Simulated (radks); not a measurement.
All-electron atom: Tb XXI in [Kr] 4d9 (the NIST ground configuration).

Calculated with a radial shooting solver on a logarithmic mesh with Libxc functionals: scalar-relativistic Kohn-Sham, exchange-only LDA, spin-polarised, spherical densities, point nucleus; open shells are filled with parallel spins first (spin-orbit coupling, left out, can overturn this in heavy ions).

Energy parts (eV):
total: -314199.03
kinetic: 338566.71
electron-nucleus: -743423.55
Hartree: 96713.42
exchange: -6055.61

Orbitals (lengths in bohr, moments of r in powers of bohr; <r^-3> diverges for s and p1/2; r(max) is where P^2 peaks):
orbital	occ.	eigenvalue (eV)	<r^-3>	<r^2>	r(max)
1s up	1	-52346.39	-	0.0006323	0.01365
1s down	1	-52346.36	-	0.0006323	0.01365
2s up	1	-9126.143	-	0.009904	0.07757
2s down	1	-9125.429	-	0.009904	0.07756
2p up	3	-8171.596	12090	0.007996	0.06282
2p down	3	-8171.008	12090	0.007996	0.06282
3s up	1	-2442.785	-	0.06535	0.2199
3s down	1	-2442.298	-	0.06533	0.2199
3p up	3	-2148.401	2564	0.06545	0.2158
3p down	3	-2147.884	2564	0.06543	0.2158
3d up	5	-1764.818	344.4	0.05475	0.1763
3d down	5	-1764.158	344.4	0.05474	0.1763
4s up	1	-877.3987	-	0.3028	0.4944
4s down	1	-875.6425	-	0.3029	0.4944
4p up	3	-775.2500	659.1	0.3305	0.5121
4p down	3	-773.5162	658.7	0.3306	0.5120
4d up	5	-635.6326	80.75	0.3591	0.5196
4d down	4	-633.9227	80.69	0.3594	0.5196

The highest occupied level is 4d down at -633.92 eV. For comparison, the ionisation energy in NIST's Atomic Spectra Database is 651 eV (theoretical). In exact Kohn-Sham theory the highest level is minus the ionisation energy, but local and semilocal functionals leave it too shallow, through self-interaction and a potential that decays too fast; potentials with the right tail come closer. Spin moment in Bohr magnetons: 1. The density falls to 0.001 e/bohr^3 at r = 1.50 bohr.
